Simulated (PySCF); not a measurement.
Molecule: `InChI=1S/C3H11PSi/c1-2-3-5-4/h2-5H2,1H3`.

Geometry:
```csv
atom,x (Å),y (Å),z (Å)
C1,1.624,0.581,0.146
C2,0.990,-0.340,1.177
C3,-0.023,-1.326,0.593
Si4,-1.524,-0.550,-0.255
P5,-2.394,1.021,1.136
H6,0.875,1.220,-0.351
H7,2.135,0.006,-0.644
H8,2.368,1.248,0.607
H9,0.498,0.266,1.958
H10,1.783,-0.902,1.699
H11,-0.417,-1.980,1.390
H12,0.466,-1.996,-0.137
H13,-1.180,0.016,-1.597
H14,-2.581,-1.590,-0.457
H15,-1.446,2.025,0.764
H16,-3.367,1.465,0.187
```

Geometry PBE0-D3(BJ)/def2-SVP throughout; GIAO in PySCF, gas phase, one conformer, non-relativistic; equivalent atoms averaged; functional PBE0.

Q: How do the absolute shieldings σ depend on the basis set? (a selection of nuclei; ppm; last column core-seconds on shared hosts with different chips, so compare them loosely)

A: 
```csv
basis set,functions,C2,C1,C3,Si4,P5,H13/H14,H6/H7/H8,H11/H12,H15/H16,core-s
STO-3G,44,209.4,214.8,224.4,548.5,735.8,30.87,32.04,32.27,32.61,4.1
6-31G,75,180.7,183.4,187.4,467.0,658.0,28.54,31.48,31.62,31.31,8
6-31G*,100,175.4,178.5,182.2,436.3,626.6,27.35,30.97,31.08,30.37,11
def2-SVP,133,175.8,179.0,182.0,452.2,651.6,26.86,30.55,30.61,29.91,17
pcSseg-1,154,164.2,168.4,171.7,394.0,606.4,26.83,30.34,30.42,29.68,14
"6-311+G(2d,p)",217,166.1,171.4,172.5,386.0,600.3,26.76,30.59,30.52,29.80,40
def2-TZVP,233,165.5,170.8,172.5,374.7,589.7,26.70,30.55,30.50,29.79,41
```

Q: Which nucleus among those listed moves most, in ppm?

A: Si4 (silicon bonded to C, P, 2 H): from 374.7 ppm with def2-TZVP to 548.5 ppm with STO-3G. The smallest spread is 1.70 ppm, at H6/H7/H8. Proton shifts span only some 12 ppm, so a few tenths of a ppm matter as much there as several ppm in carbon.

Q: Taking the largest basis, def2-TZVP (233 functions), as the yardstick, rank the others by their worst heavy-atom deviation.

A: 6-311+G(2d,p) 11.3 ppm (217 functions), pcSseg-1 19.3 ppm (154 functions), 6-31G* 61.6 ppm (100 functions), def2-SVP 77.5 ppm (133 functions), 6-31G 92.3 ppm (75 functions), STO-3G 173.8 ppm (44 functions).

A small basis that lands close on one nucleus may do so by chance; judge by the trend and by all nuclei.
